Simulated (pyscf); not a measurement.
## H₂N–Mo(=S)(SH)(Cl)–Cl, singlet

Gas-phase minimum from PySCF at ωB97X-D3(BJ)/def2-SVP, one conformer. 

```
Mo
N 1 1.9004
H 2 1.0182 1 123.55
H 2 1.0204 3 111.38 1 170.29
S 1 2.0510 2 100.99 3 0.23
Cl 1 2.2934 2 94.42 3 -112.93
Cl 1 2.3332 2 155.10 3 155.31
S 1 2.3600 2 79.54 3 109.92
H 8 1.3456 1 100.90 2 169.99
```
Charge 0, spin multiplicity 1.

Properties at ωB97X-D3(BJ)/def2-SVP:

| Item | Result |
|---|---|
| Harmonic wavenumbers, unscaled | 73, 115, 165, 179, 194, 227, 259, 329, 360, 391, 419, 480, 626, 692, 709, 745, 796, 1518, 2774, 3562, 3673 cm⁻¹ |
| Zero-point energy | 26.1 kcal/mol |
| Rotational symmetry number | 1 |
| Entropy of this conformer at 298 K and 1 atm, rigid rotor and harmonic oscillator, modes under 100 cm⁻¹ raised to 100 | 402.8 J/(mol K) |
| Dipole moment | 4.13 D |

Single-point totals, which compare only within one level:

| level | total energy (hartree) |
|---|---|
| ωB97X-D3(BJ)/def2-TZVP | -1841.88327 |
| PBE/def2-TZVP | -1841.08492 |
| r²SCAN/def2-TZVP | -1841.72597 |
| B3LYP-D3(BJ)/def2-TZVP | -1841.92544 |
| PBE0-D3(BJ)/def2-TZVP | -1841.16527 |
| M06-2X/def2-TZVP | -1841.57622 |
| ωB97M-D3(BJ)/def2-TZVP | -1841.95476 |

Soft torsions are taken as harmonic, which can shift the entropy by several J/(mol K). Elements past Kr carry the def2 core potentials, without spin-orbit coupling.
